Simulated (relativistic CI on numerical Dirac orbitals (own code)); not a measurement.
Fe²⁺ in a cubic cluster: 2p photoemission with charge transfer

Computed with a charge-transfer multiplet model of a cubic metal-ligand cluster with up to 3 ligand holes, Slater and spin-orbit integrals from Dirac-Coulomb-Breit ions, Slater integrals scaled by 0.9. The ground state mixes d6 with configurations of k ligand holes L, whose averages lie at kΔ + k(k − 1)U_dd/2; a core hole lowers each added d electron by U_cd. 300 K, Lorentzian 0.6 eV and Gaussian 0.8 eV FWHM.

Atomic integrals in eV (Slater integrals scaled, ζ unscaled), ground: F2dd 9.813, F4dd 6.093, zeta_d 0.049; with the core hole: F2dd 11.484, F4dd 7.183, zeta_d 0.075, zeta_core 8.130, F2cd 6.732, G1cd 5.078, G3cd 2.886.

Cluster parameters (eV): Δ = 6, U_cd = 8.2, 10Dq = 0.7, 10Dq(ligand) = 0.2, V(eg) = 2.75, V(t2g) = -1.43, final-state hopping factor = 1.

```
         Case   n_d    d6   d7L  d8L2  d9L3     S
U_dd = 4.6 eV  6.21  0.80  0.19  0.01  0.00  2.00
  U_dd = 6 eV  6.21  0.80  0.19  0.01  0.00  2.00
U_dd = 6.7 eV  6.21  0.80  0.19  0.01  0.00  2.00
```

Weights, n_d and S are thermal averages at 300 K. Binding energies count from the first peak over 30 % of the highest in each spectrum, which can be another peak from case to case. The parameters are a model scan and need not match a compound or its usual spin state. Peaks in eV (height, largest 100):
- U_dd = 4.6 eV: 0.0 (100), 4.0 (33), 7.5 (40), 11.2 (16), 14.1 (55), 21.2 (21)
- U_dd = 6 eV: 0.0 (100), 7.7 (34), 14.1 (55), 21.4 (18)
- U_dd = 6.7 eV: 0.0 (100), 8.0 (32), 14.2 (55), 21.7 (16)

For the case U_dd = 6.7 eV, Δ = 6 eV is smaller than U_dd = 6.7 eV, the charge-transfer side of the Zaanen-Sawatzky-Allen scheme. With the core hole the average of the configuration with one ligand hole lies at Δ − U_cd = -2.2 eV before mixing: the effective hopping of about 4.2 eV (from the holes of the mixed ground state) is comparable with this gap or larger, so the configurations mix strongly.
